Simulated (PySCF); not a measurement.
PySCF input file for C₃H₅N₃, SMILES N=c1[nH]cc[nH]1, SMD-ωB97X/def2-SVP. Coordinates come from a B3LYP-D3(BJ)/def2-SVP optimisation.

```python
import numpy as np
from pyscf import gto, scf, dft
from pyscf.solvent import smd

mol = gto.M(
    atom='''
    N    -0.13194766    2.07346682    0.00000000
    C    -0.01873366    0.79573308    0.00000000
    N    -1.09096160   -0.08972297    0.00000000
    C    -0.65925086   -1.41302985    0.00000000
    C     0.69457254   -1.39702006    0.00000000
    N     1.08924674   -0.05502821    0.00000000
    H     0.78102606    2.52893155    0.00000000
    H    -2.04474840    0.24159306    0.00000000
    H    -1.34952213   -2.25096537    0.00000000
    H     1.40828998   -2.21498152    0.00000000
    H     2.04106399    0.28031386    0.00000000
    ''',
    basis='def2-SVP',
    charge=0,
    spin=0,
    max_memory=1600,
    verbose=3,
)
mf = dft.RKS(mol, xc='wb97x').density_fit(auxbasis='def2-universal-jkfit')
mf.grids.level = 3
mf.conv_tol = 1e-9
mf.max_cycle = 100
mf.kernel()
res = {}
for name in ['water', 'methanol', 'chlorobenzene']:
    s = mf.SMD()
    s.with_solvent.solvent, s.with_solvent.sasa_ng = name, 194
    s.kernel(mf.make_rdm1())
    res[name] = (s.e_tot, s.with_solvent.get_cds(), s.dip_moment(), s.mo_energy, s.converged)
    print(f'SMD {name}: dG(solv) = {(s.e_tot - mf.e_tot) * 627.509474:.3f} kcal/mol, of which CDS {res[name][1] * 627.509474:.3f}')
```

Output:

```
converged SCF energy = -281.287891395303
converged SCF energy = -281.304655147676
Dipole moment(X, Y, Z, Debye):  1.91512, -3.69812,  0.00000
SMD water: dG(solv) = -10.519 kcal/mol, of which CDS 2.531
converged SCF energy = -281.307991912404
Dipole moment(X, Y, Z, Debye):  1.89777, -3.67437,  0.00000
SMD methanol: dG(solv) = -12.613 kcal/mol, of which CDS 0.043
converged SCF energy = -281.30981481621
Dipole moment(X, Y, Z, Debye):  1.77806, -3.49604,  0.00000
SMD chlorobenzene: dG(solv) = -13.757 kcal/mol, of which CDS -3.961
```

The calculation finished and met its thresholds.

Cost: very roughly 60 core-seconds.
